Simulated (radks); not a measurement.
The titanium ion Ti+, 21 electrons, occupied as [Ar] 3d2 4s1. Calculated with a radial shooting solver on a logarithmic mesh with Libxc functionals: Dirac Kohn-Sham, PBE, spin-unpolarised, spherical densities, point nucleus; open shells are shared between the two j in proportion to 2j + 1; speed of light set to 116.481 atomic units (0.85 times the physical value, a model run).

Radial electron density D(r) = 4 pi r^2 rho(r):

```
   r/bohr * D(r) (the largest magnitude, 28, reaches the edge; | marks zero)
 0.006688 |     *
 0.007601 |       *
 0.008708 |         *
 0.009977 |           *
  0.01143 |              *
  0.01299 |                 *
  0.01488 |                    *
  0.01705 |                        *
  0.01938 |                            *
   0.0222 |                                 *
  0.02544 |                                      *
  0.02914 |                                          *
  0.03312 |                                              *
  0.03795 |                                                 *
  0.04348 |                                                  *
  0.04941 |                                                   *
  0.05661 |                                                 *
  0.06486 |                                               *
  0.07431 |                                            *
  0.08446 |                                         *
  0.09676 |                                      *
   0.1109 |                                      *
    0.126 |                                       *
   0.1444 |                                          *
   0.1654 |                                               *
   0.1895 |                                                   *
   0.2153 |                                                      *
   0.2467 |                                                     *
   0.2827 |                                                 *
   0.3213 |                                         *
   0.3681 |                                *
   0.4217 |                       *
   0.4831 |                 *
   0.5491 |               *
   0.6291 |               *
   0.7207 |                 *
   0.8191 |                   *
   0.9385 |                   *
    1.075 |                 *
    1.232 |             *
      1.4 |         *
    1.604 |      *
    1.838 |   *
    2.089 |  *
    2.393 | *
    2.741 |*
    3.141 |*
     3.57 |*
     4.09 *
    4.686 *
    5.325 *
    6.101 *
     6.99 *
    8.008 *
    9.102 *
```

D(r) has 3 maxima, at r = 0.0479, 0.226, 0.873 bohr, and minima at 0.109, 0.567 bohr, inside which lie 2.15, 10.43 electrons.
